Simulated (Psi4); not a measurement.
BrZn, doublet, geometry from GFN2-xTB (such geometries of metal compounds can be far from the true shape) (the spin is typed, not shown lowest); BLYP/pcseg-1 run with Psi4 1.11.

Input for Psi4:
```
memory 2 GB

molecule mol {
0 2
Zn   -0.000000   -0.000000   -1.315299
Br    0.000000    0.000000    1.127399
}

set {
  basis pcseg-1
  reference uks
}

energy('blyp')
print_variables()
```

Output, abridged:

```
   => Loading Basis Set <=

    Name: PCSEG-1
    Role: ORBITAL
    Keyword: BASIS

         ---------------------------------------------------------
                                   SCF
               by Justin Turney, Rob Parrish, Andy Simmonett
                          and Daniel G. A. Smith
                              UKS Reference
         ---------------------------------------------------------

  ==> Geometry <==

    Molecular point group: c2v
    Full point group: C_inf_v

    Geometry (in Angstrom), charge = 0, multiplicity = 2:

       Center              X                  Y                   Z               Mass
    ------------   -----------------  -----------------  -----------------  -----------------
         ZN           0.000000000000     0.000000000000    -1.349506942266    63.929142010000
         BR           0.000000000000     0.000000000000     1.093191057734    78.918337600000

  Running in c2v symmetry.

  Rotational constants: A = ************  B =      0.07999  C =      0.07999 [cm^-1]
  Rotational constants: A = ************  B =   2398.13387  C =   2398.13387 [MHz]
  Nuclear repulsion =  227.468181168322900

  Charge       = 0
  Multiplicity = 2
  Electrons    = 65
  Nalpha       = 33
  Nbeta        = 32

  ==> Algorithm <==

  SCF Algorithm Type is DF.
  DIIS enabled.
  MOM disabled.
  Fractional occupation disabled.
  Guess Type is SAD.
  Energy threshold   = 1.00e-06
  Density threshold  = 1.00e-06
  Integral threshold = 1.00e-12

  ==> Primary Basis <==

  Basis Set: PCSEG-1
    Blend: PCSEG-1
    Number of shells: 22
    Number of basis functions: 58
    Number of Cartesian functions: 65
    Spherical Harmonics?: true
    Max angular momentum: 3

  ==> DFT Potential <==

   => LibXC <=

    Version 7.1.2
    S. Lehtola, C. Steigemann, M. J. T. Oliveira, and M. A. L. Marques,  SoftwareX 7, 1–5 (2018) (10.1016/j.softx.2017.11.002)

   => Composite Functional: BLYP <=

    BLYP GGA Exchange-Correlation Functional

    P.J. Stephens et. al., J. Phys. Chem., 98, 11623-11627, 1994
    B. Miehlich et. al., Chem. Phys. Lett., 157(3), 200-206 1989

    Deriv               =              1
    GGA                 =           TRUE
    Meta                =          FALSE

    Exchange Hybrid     =          FALSE
    MP2 Hybrid          =          FALSE

   => Exchange Functionals <=

    1.0000     XC_GGA_X_B88

   => Correlation Functionals <=

    1.0000     XC_GGA_C_LYP

   => LibXC Density Thresholds  <==

[...]
   @S^2 Expected:                7.500000000E-01
   @S^2 Observed:                7.513141703E-01
   @S   Expected:                5.000000000E-01
   @S   Observed:                5.000000000E-01

    Orbital Energies [Eh]
    ---------------------

    Alpha Occupied:

[...]
    Alpha Virtual:

[...]
      27A1     5.464733

    Beta Occupied:

[...]
    Beta Virtual:

[...]
    Final Occupation by Irrep:
             A1    A2    B1    B2
    DOCC [    16,    2,    7,    7 ]
    SOCC [     1,    0,    0,    0 ]
    NA   [    17,    2,    7,    7 ]
    NB   [    16,    2,    7,    7 ]

  @DF-UKS Final Energy: -4353.21007128354995

   => Energetics <=

    Nuclear Repulsion Energy =            227.4681811683229000
    One-Electron Energy =               -6518.9397872044410178
    Two-Electron Energy =                2100.8167411275071572
    DFT Exchange-Correlation Energy =    -162.5552063749392744
    Empirical Dispersion Energy =           0.0000000000000000
    VV10 Nonlocal Energy =                  0.0000000000000000
    Total Energy =                      -4353.2100712835499507

  UHF NO Occupations:
  HONO-2 :    7 B1 1.9999079
  HONO-1 :   16 A1 1.9996071
  HONO-0 :   17 A1 1.0000000
  LUNO+0 :   18 A1 0.0003929
  LUNO+1 :    8 B1 0.0000921
  LUNO+2 :    8 B2 0.0000921
  LUNO+3 :   19 A1 0.0000344

Computation Completed

Properties will be evaluated at   0.000000,   0.000000,   0.000000 [a0]

Properties computed using the SCF density matrix

 Multipole Moments:

 ------------------------------------------------------------------------------------
     Multipole            Electronic (a.u.)      Nuclear  (a.u.)        Total (a.u.)
 ------------------------------------------------------------------------------------

 L = 1.  Multiply by 2.5417464519 to convert [e a0] to [Debye]
 Dipole X            :          0.0000000            0.0000000            0.0000000
 Dipole Y            :          0.0000000            0.0000000            0.0000000
 Dipole Z            :          2.9042910           -4.2018462           -1.2975552
 Magnitude           :                                                    1.2975552

 ------------------------------------------------------------------------------------

  Variable Map:
  ----------------------------------------------------------------------------
[...]
  Array Variable Map:
  ----------------------------------------------------------------------------
[...]
[...]
```
